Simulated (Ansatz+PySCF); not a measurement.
**doublet CuCl₂: levels of theory in one basis**

```yaml
atoms:
  - { symbol: Cu, position_ang: [0.0000, 0.0000, 0.0000] }
  - { symbol: Cl, position_ang: [0.0000, 0.0000, 2.0350] }
  - { symbol: Cl, position_ang: [0.0000, 0.0000, -2.0350] }
```

Basis set: def2-SVP (spherical functions). Left uncorrelated: 15 orbitals. Correlation on ROHF uses semicanonical orbitals with singles. Charge 0, multiplicity 2.

Computed with Ansatz (development build ahead of 0.2.0); each method stands on the lowest determinant of its kind that the runs found.

```tsv
method	E − E(ROHF) (eV)	<S²> of the determinant
ROHF	0.00	0.75
UHF	-0.10	0.76
ROHF-MP2	-15.36	–
UHF-MP2	-15.37	0.76
```

**Question.** Is a single determinant a sound starting point here?

**Answer.** By this sign, yes. Unrestricted orbitals gain 0.10 eV and <S²> is 0.76 against 0.75 for a pure state.
